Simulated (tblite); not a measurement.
Compound: C₂H₅BCl₅Ga.
Numbering: `[Cl:1][C:2]([Cl:3])([Cl:4])[CH2:5][BH-:6]1[Cl+:7][GaH2-:8][Cl+:9]1` (hydrogens: H10, H11 on C5; H12 on B6; H13, H14 on Ga8)

Computed with GFN2-xTB (tblite), gas phase: L-BFGS steps from a force-field or distance-geometry start until the largest atomic force falls under 0.01 eV/Å.

Step 27: E = -874.6741 eV
```
atom  x, y, z in Å  |  force x, y, z in eV/Å
Cl1    -1.3822    2.1639    0.5750    0.002  -0.022   0.027
C2     -1.9803    0.5290    0.2072   -0.021   0.000   0.042
Cl3    -3.1503    0.0971    1.4984    0.007   0.024  -0.048
Cl4    -2.8672    0.6033   -1.3258    0.021  -0.043  -0.020
C5     -0.8626   -0.4945    0.1733    0.030   0.012  -0.029
B6      0.2294   -0.4063   -1.0341    0.020  -0.010  -0.003
Cl7     1.5847   -1.6656   -0.5907   -0.062   0.016   0.005
Ga8     2.6564    0.0862    0.4154    0.029  -0.022   0.003
Cl9     1.2109    1.1896   -0.9330    0.010   0.046   0.021
H10    -0.3517   -0.4268    1.1431   -0.007  -0.015   0.028
H11    -1.3385   -1.4775    0.1286   -0.012  -0.012   0.025
H12    -0.1447   -0.5916   -2.1312   -0.019   0.007  -0.008
H13     2.2792    0.1293    1.9237   -0.006   0.025  -0.046
H14     4.1162    0.2634   -0.0721    0.010  -0.007   0.003
```

Step 28: E = -874.6747 eV
```
atom  x, y, z in Å  |  force x, y, z in eV/Å
Cl1    -1.3846    2.1630    0.5772    0.001  -0.022   0.031
C2     -1.9812    0.5273    0.2101   -0.016   0.022  -0.031
Cl3    -3.1525    0.0943    1.4955   -0.002   0.017  -0.033
Cl4    -2.8651    0.6035   -1.3284    0.032  -0.046   0.011
C5     -0.8612   -0.4939    0.1735    0.004   0.011  -0.004
B6      0.2300   -0.4059   -1.0344    0.007   0.001  -0.001
Cl7     1.5829   -1.6645   -0.5912   -0.053   0.006   0.005
Ga8     2.6554    0.0854    0.4143    0.038  -0.015   0.007
Cl9     1.2109    1.1916   -0.9334    0.011   0.038   0.023
H10    -0.3508   -0.4239    1.1431    0.006  -0.019   0.031
H11    -1.3369   -1.4772    0.1319   -0.005  -0.016   0.017
H12    -0.1447   -0.5902   -2.1313   -0.020   0.006  -0.011
H13     2.2808    0.1332    1.9231   -0.010   0.022  -0.046
H14     4.1164    0.2569   -0.0722    0.008  -0.005   0.001
```

Step 29: E = -874.6752 eV
```
atom  x, y, z in Å  |  force x, y, z in eV/Å
Cl1    -1.3865    2.1618    0.5798    0.002  -0.015   0.032
C2     -1.9821    0.5261    0.2121    0.002   0.028  -0.081
Cl3    -3.1543    0.0924    1.4924   -0.016   0.007  -0.014
Cl4    -2.8629    0.6026   -1.3305    0.034  -0.043   0.025
C5     -0.8601   -0.4932    0.1736   -0.019   0.003   0.024
B6      0.2307   -0.4054   -1.0348   -0.012   0.013   0.001
Cl7     1.5802   -1.6638   -0.5914   -0.038   0.000   0.005
Ga8     2.6552    0.0844    0.4134    0.036  -0.008   0.000
Cl9     1.2112    1.1943   -0.9333    0.012   0.020   0.025
H10    -0.3501   -0.4220    1.1437    0.012  -0.019   0.024
H11    -1.3357   -1.4771    0.1350    0.005  -0.011   0.007
H12    -0.1451   -0.5889   -2.1317   -0.017   0.008  -0.008
H13     2.2819    0.1369    1.9215   -0.014   0.020  -0.038
H14     4.1168    0.2516   -0.0721    0.011  -0.005  -0.003
```

Step 30: E = -874.6759 eV
```
atom  x, y, z in Å  |  force x, y, z in eV/Å
Cl1    -1.3888    2.1601    0.5833    0.005   0.001   0.030
C2     -1.9830    0.5251    0.2131    0.025   0.023  -0.106
Cl3    -3.1572    0.0903    1.4883   -0.030  -0.004   0.005
Cl4    -2.8591    0.6006   -1.3327    0.028  -0.036   0.023
C5     -0.8589   -0.4925    0.1744   -0.034  -0.008   0.049
B6      0.2311   -0.4046   -1.0351   -0.034   0.025   0.005
Cl7     1.5764   -1.6628   -0.5920   -0.015  -0.005   0.006
Ga8     2.6557    0.0830    0.4121    0.029  -0.001  -0.010
Cl9     1.2116    1.1980   -0.9327    0.012  -0.006   0.026
H10    -0.3491   -0.4202    1.1451    0.012  -0.015   0.009
H11    -1.3342   -1.4773    0.1391    0.016   0.000  -0.004
H12    -0.1461   -0.5870   -2.1321   -0.012   0.013   0.001
H13     2.2833    0.1420    1.9189   -0.019   0.016  -0.024
H14     4.1176    0.2447   -0.0720    0.017  -0.004  -0.009
```

Q: Estimate the geometry and energy of step 31. (The exact step hangs on the optimiser's Hessian estimate; all steps are aligned on step 30, rigid shifts and turns removed.)

A: E = -874.6766 eV, largest force 0.098 eV/Å
```
atom  x, y, z in Å  |  force x, y, z in eV/Å
Cl1    -1.3917    2.1578    0.5882    0.007   0.019   0.023
C2     -1.9839    0.5242    0.2125    0.042   0.008  -0.088
Cl3    -3.1617    0.0877    1.4832   -0.039  -0.010   0.015
Cl4    -2.8533    0.5975   -1.3353    0.014  -0.025   0.005
C5     -0.8580   -0.4917    0.1763   -0.034  -0.017   0.057
B6      0.2308   -0.4029   -1.0352   -0.050   0.033   0.011
Cl7     1.5717   -1.6610   -0.5932    0.011  -0.015   0.007
Ga8     2.6566    0.0815    0.4101    0.019   0.006  -0.020
Cl9     1.2121    1.2024   -0.9316    0.007  -0.032   0.027
H10    -0.3475   -0.4184    1.1472    0.005  -0.007  -0.008
H11    -1.3321   -1.4776    0.1442    0.024   0.010  -0.015
H12    -0.1480   -0.5842   -2.1323   -0.007   0.020   0.012
H13     2.2851    0.1490    1.9153   -0.025   0.012  -0.009
H14     4.1191    0.2352   -0.0716    0.026  -0.003  -0.018
```

The energy changes by -0.0008 eV. The first-order estimate −F·Δx gives -0.0010 eV and the mean of the old and new forces, exact on a quadratic surface, -0.0007 eV. The step makes an angle of 72° with the force vector and moves no atom by more than 0.010 Å.

The cost below is that of the whole relaxation. Hardware: one thread, Arm Neoverse N1 (aarch64), shared host. Cost: 2.8 s.
